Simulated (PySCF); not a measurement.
**TeC and its ions**

PBE0; Te aug-cc-pVDZ-PP with ECP28, C aug-cc-pVDZ; scalar-relativistic core potentials (PySCF 2.14). Neutral (UKS): singlet (closed shell), Re = 1.893 Å, ωe = 898 cm⁻¹, De = 4.63 eV, HOMO -8.05 eV, LUMO -2.85 eV.

TeC⁻ (UKS): doublet (π ↑), Re = 2.010 Å, ωe = 683 cm⁻¹, De = 3.71 eV to Te⁻ + C. The energies at the minima are -305.95890 hartree for TeC and -305.99981 for TeC⁻.

(1) Work out the adiabatic electron affinity, without and with harmonic zero-point energies (1 hartree = 27.2114 eV, 1 eV = 8065.5 cm⁻¹), and the change of the bond length.

Spin–orbit coupling is left out, which matters for elements this heavy, above all for dissociation energies. For an ion De counts to the pair picked by the measured ionisation energies or electron affinities, which need not be the lowest pair at this level. The highest Kohn–Sham level is positive in this anion. Much of that is self-interaction error, but it also means that the finite basis helps to hold the extra electron. States were picked by a PBE0 search and need not be the measured ground states.

Answers

(1) At PBE0: 0.04091 hartree = 1.113 eV between the minima; the zero-point term (898.0 − 683.0)/2 cm⁻¹ = +0.013 eV makes it 1.127 eV. Re changes by +11.7 pm against the neutral. The electron enters a π orbital, and the longer bond of the ion fits an antibonding orbital, or a change in how ionic the bond is.
